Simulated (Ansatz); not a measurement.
Frontier orbitals of ClFH4O2Si2 (`O[Si@H](Cl)[Si@@H](O)F`).

The species carries charge 0 and has multiplicity 1. The structure was optimised at the PBE0-D4/def2-TZVP level. It is one conformer, not always the lowest. Basis def2-TZVPP, Ansatz.

| functional | HOMO (eV) | LUMO (eV) | gap (eV) |
| --- | --- | --- | --- |
| PBE | -6.73 | -1.63 | 5.10 |
| PBE0 | -8.03 | -0.80 | 7.23 |
| ωB97X-V | -10.33 | 1.24 | 11.57 |
| ωB97M-V | -10.09 | 0.93 | 11.02 |

From PBE to PBE0 the HOMO moves by −1.30 eV and the LUMO by +0.83 eV, and with ωB97M-V by −3.36 and +2.56 eV, so the gap grows from 5.10 to 11.02 eV with exact exchange. A positive LUMO is unbound and depends on the basis.
